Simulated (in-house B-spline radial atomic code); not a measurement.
The numbers below are computed, except where a source is named.
**C6 from the polarisability at imaginary frequency: C III (C2+)**

CAM-B3LYP linear response of the closed shell [He] 2s2, from a B-spline radial code for spherical atoms; non-relativistic, point nucleus, no spin-orbit coupling.

The dispersion coefficient of two like species is C6 = (3/π) ∫ α(iu)² du from 0 to ∞.

```csv
u (hartree),α(iu) (bohr³)
0,4.322
0.156,3.858
0.364,2.65
0.624,1.584
1.04,0.8224
1.56,0.4584
2.34,0.2467
3.64,0.1222
5.2,0.06871
7.79,0.03584
13,0.0157
26,0.00486
```

Question: Fit one oscillator, α(iu) = α(0)/(1 + u²/ω²), through u = 1.04 and estimate C6.

Answer: From α(0)/α(iu) − 1 = 4.322/0.8224 − 1 = 4.2554, ω = u/√4.2554 = 0.5042 hartree (13.7 eV). London's formula gives C6 = (3/4) α(0)² ω = 0.75 × 4.322² × 0.5042 = 7.063 hartree·bohr⁶, and the oscillator holds f = α(0) ω² = 1.10 electrons, of a sum of oscillator strengths of 4.0.

Question: How does that compare with the full integral?

Answer: The program's quadrature over all excitations gives C6 = 6.664, so the single oscillator is off by +6.0 %. At the last point the fit gives α = 0.00162 against 0.00486: higher excitations, and deeper shells where there are any, keep the true curve higher at large u.
